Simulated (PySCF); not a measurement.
Configurations of GdBr

Unrestricted PBE0; basis Gd x2c-SVPall, Br x2c-SVPall; spin-free X2C with a Gaussian nucleus; PySCF 2.14. The search starts from ions with several 4f fillings and holds each by maximum overlap.

The lowest solution of each spin and filling, followed along the bond (rough minima from three points):

| 2Ms+1 | 4f population | ⟨S²⟩ at the start | R at minimum (Å) | Te (eV) |
| --- | --- | --- | --- | --- |
| 8 | 7.05 | 16.00 | 2.57 | 0.00 |
| 10 | 7.02 | 24.76 | 2.62 | 0.07 |
| 6 | 7.19 | 10.61 | 2.63 | 0.92 |
| 8 | 8.01 | 15.76 | 2.70 | 1.19 |

Solutions at the starting distance of 2.635 Å, counted from the lowest; the search is not exhaustive:

| 2Ms+1 | 4f population | E (eV) | ⟨S²⟩ | ⟨Lz²⟩ | μ (D) |
| --- | --- | --- | --- | --- | --- |
| 8 | 7.05 | 0.00 | 16.00 | 0.5 | -3.07 |
| 10 | 7.02 | 0.06 | 24.76 | 4.0 | -4.68 |
| 10 | 7.03 | 0.47 | 24.76 | 1.0 | -3.42 |
| 8 | 7.03 | 0.75 | 16.75 | 4.0 | -3.23 |
| 10 | 7.03 | 0.83 | 24.76 | 0.0 | -1.05 |
| 6 | 7.19 | 0.90 | 10.61 | 4.0 | -4.27 |
| 8 | 8.01 | 1.19 | 15.76 | 4.0 | -4.75 |
| 6 | 7.51 | 1.22 | 10.28 | 0.0 | -2.51 |
| 8 | 8.00 | 1.30 | 15.77 | 7.0 | -4.63 |

Partly filled real f orbitals mix terms, so no term symbols are given. A population far from a whole number shows f orbitals mixing with d and ligand orbitals, not a clean configuration. A positive dipole means Gd(−)Br(+).

Spin–orbit coupling is left out. Counting both spins, an empty level lies below a filled one in some of these solutions, because spin and occupation are held. The state is the lowest single determinant that the PBE0 search found; with open d or f shells the true ground state can be another one.
